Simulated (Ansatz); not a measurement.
Total energies of N-butyl-N-methylpyrrolidinium chloride (C₉H₂₀ClN) from Ansatz at PBE0-D4/def2-SVP, gas phase (1 Eh = 27.2114 eV = 2625.5 kJ/mol). The reference geometry is relaxed at r2SCAN-D4/def2-SVP.

| state | geometry | energy (Eh) |
| --- | --- | --- |
| charge 0 singlet | reference | -868.87657 |
| charge -1 doublet | reference | -868.80645 |
| charge -1 doublet | relaxed at r2SCAN-D4/def2-SVP | -868.81287 |
| free C atom (triplet) | – | -37.76066 |
| free N atom (quartet) | – | -54.47898 |
| free H atom (doublet) | – | -0.50029 |
| free Cl atom (doublet) | – | -459.83853 |

(1) Work out the vertical electron affinity, to the doublet.

(2) How much does the charge -1 doublet relax, and what is the adiabatic electron affinity?

(3) What is the binding energy per atom against free atoms?

(1) E(charge 0 singlet) − E(charge -1 doublet) = -868.87657 − (-868.80645) = -0.07012 Eh = -1.91 eV; negative, so the extra electron isn't bound. The basis lacks diffuse functions, which makes affinities too small.

(2) Relaxation: -868.80645 − (-868.81287) = 0.00642 Eh = 0.17 eV. Adiabatic electron affinity: -0.06370 Eh = -1.73 eV, without zero-point energy. 

(3) Atoms: 9 × (-37.76066) + 1 × (-54.47898) + 20 × (-0.50029) + 1 × (-459.83853) = -864.16925 Eh. Binding: -864.16925 − (-868.87657) = 4.70732 Eh = 128.09 eV, or 4.13 eV for each of 31 atoms (no zero-point energy, no counterpoise term).

At PBE0-D4/def2-SVP the highest occupied level of the charge -1 doublet lies above zero (up to 3.29 eV). By energy differences it is unbound by 1.91 eV (vertical, against the charge 0 singlet, at PBE0-D4/def2-SVP) and held by the finite basis. At PBE0-D4/def2-SVP the highest occupied level of the relaxed charge -1 doublet lies above zero (up to 2.88 eV). By energy differences it is unbound by 1.73 eV (each at its own geometry, against the charge 0 singlet, at PBE0-D4/def2-SVP) and held by the finite basis.
